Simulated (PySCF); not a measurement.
**Name the molecule from its bond curve**

A diatomic of charge 0 contains Pt. Its doublet curve at PBE0 in a triple-zeta basis (spin-free X2C with a Gaussian nucleus, PySCF), in eV from the separated fragments:

```tsv
R (Å)	E (eV)
1.503	-4.086
1.573	-4.930
1.643	-5.396
1.696	-5.562
1.748	-5.608
1.800	-5.562
1.870	-5.399
1.958	-5.084
2.063	-4.622
2.203	-3.962
```

The fit gives ωe = 934 cm⁻¹ and the rotational constant Bₑ = 0.5307 cm⁻¹.

**Question.** Which atom is the partner?

**Answer.** The minimum lies at 1.746 Å, so the reduced mass is 16.8576 u Å² cm⁻¹/(Bₑ·Re²) = 10.42 u. With Pt at 194.96 u the partner weighs about 11.0 u: B. The molecule is BPt.

Spin–orbit coupling is left out. The state is the lowest single determinant that the PBE0 search found; with open d or f shells the true ground state can be another one.
